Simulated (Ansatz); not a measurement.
## Nudged elastic band run: H$_{5}$InS

input.yaml

```yaml
crystal:
  periodic: [false, false, false]
  atoms:
    - { symbol: S, position_ang: [-0.731096, -1.554048, -0.113375] }
    - { symbol: In, position_ang: [0.211556, 1.197943, -0.255554] }
    - { symbol: H, position_ang: [-0.734407, -1.580747, 1.24877] }
    - { symbol: H, position_ang: [0.523791, -2.081588, -0.168955] }
    - { symbol: H, position_ang: [-0.978403, 1.746063, -1.408619] }
    - { symbol: H, position_ang: [-0.037361, 1.478416, 1.455974] }
    - { symbol: H, position_ang: [1.807119, 0.72596, -0.803841] }
basis:
  gaussian: { orbitals: def2-SVP }
hamiltonian:
  xc: pbe
  dispersion: d4
neb:
  order_check: false
  images: 7
  f_tol: 0.03
  max_iterations: 60
  initial_path: idpp
  final_atoms:
    - { symbol: S, position_ang: [-0.57767824, -1.46073603, 0.6924609] }
    - { symbol: In, position_ang: [0.24124354, 1.215997, -0.11717616] }
    - { symbol: H, position_ang: [0.62784944, -2.02596729, 0.40447984] }
    - { symbol: H, position_ang: [-1.07819034, -1.78607941, -0.53202963] }
    - { symbol: H, position_ang: [-0.7384623, 1.18782202, -1.56926948] }
    - { symbol: H, position_ang: [-0.34640953, 2.02593874, 1.31243146] }
    - { symbol: H, position_ang: [1.93284643, 0.77502397, -0.23649693] }
```

Launched with:

```bash
$ ansatz run input.yaml --threads 1 --pin off --max-ram 2048MiB --backend cpu --events-out ev --progress --plain --runs-dir out
```

Output, in part (warnings, iteration lines, the closing report on the highest movable image, with atoms numbered from 0):

```
NEB end point (image 0): max|allowed force component| = 2.080e-3 eV/Å (the criterion of neb.relax_end_points is 1.000e-2)
NEB end point (image 8): max|allowed force component| = 5.575e-3 eV/Å (the criterion of neb.relax_end_points is 1.000e-2)
NEB iter   1: max|band force component| = 2.531e-1 eV/Å  barrier→ = 0.0011 eV  barrier← = 0.0011 eV  CI = image 1  Δτ_max = 0.0707 Å  (200 SCF iters)
NEB iter   2: max|band force component| = 1.263e-1 eV/Å  barrier→ = 0.0002 eV  barrier← = 0.0001 eV  CI = image 1  Δτ_max = 0.0635 Å  (168 SCF iters)
NEB iter   3: max|band force component| = 6.315e-2 eV/Å  barrier→ = -0.0007 eV  barrier← = -0.0008 eV  CI = image 1  Δτ_max = 0.0195 Å  (169 SCF iters)
NEB iter   4: max|band force component| = 2.548e-2 eV/Å  barrier→ = -0.0006 eV  barrier← = -0.0007 eV  CI = image 1  Δτ_max = 0.0000 Å  (329 SCF iters)
Total energy: -16081.26361963 eV, -590.9755377494 hartree
Atom 0 at    -0.781107    -1.530732    -0.081104 Å, force    -0.000960     0.002439     0.003127 eV/Å
Atom 1 at     0.208269     1.204307    -0.224099 Å, force     0.001975    -0.001618    -0.000501 eV/Å
Atom 2 at    -0.588655    -1.621505     1.264664 Å, force     0.003675    -0.001595    -0.002223 eV/Å
Atom 3 at     0.435231    -2.086509    -0.341864 Å, force    -0.002067     0.000294    -0.000797 eV/Å
Atom 4 at    -0.903685     1.745743    -1.455610 Å, force    -0.000826     0.000257    -0.002888 eV/Å
Atom 5 at    -0.135700     1.517142     1.464442 Å, force    -0.001656     0.000435     0.001608 eV/Å
Atom 6 at     1.826847     0.703554    -0.672029 Å, force    -0.000140    -0.000212     0.001673 eV/Å
Dipole moment:     0.001237    -0.647279     0.182571 e Å
```

The run converged. The highest image is an end point: on this band no image between the ends rises above it. Inner images lie up to 0.010 eV below the lower end, so the ends aren't the lowest states on this path.

Final band (atoms are numbered from 1 in the order of the input):

| image | path coordinate (Å) | energy (kcal/mol) | dihedral H4–S1–In2–H6 (°) |
| --- | --- | --- | --- |
| 0 | 0.00 | 0.0 | -103 |
| 1 | 0.31 | 0.0 | -116 |
| 2 | 0.70 | -0.1 | -131 |
| 3 | 1.09 | -0.2 | -146 |
| 4 | 1.48 | -0.2 | -162 |
| 5 | 1.86 | -0.2 | -177 |
| 6 | 2.25 | -0.1 | 167 |
| 7 | 2.64 | 0.0 | 152 |
| 8 | 3.03 | 0.0 | 136 |

Run time: 69 s on 1 thread of Intel(R) Xeon(R) Platinum 8488C (Sapphire Rapids), with other jobs on the host, peak memory 0.13 GiB.
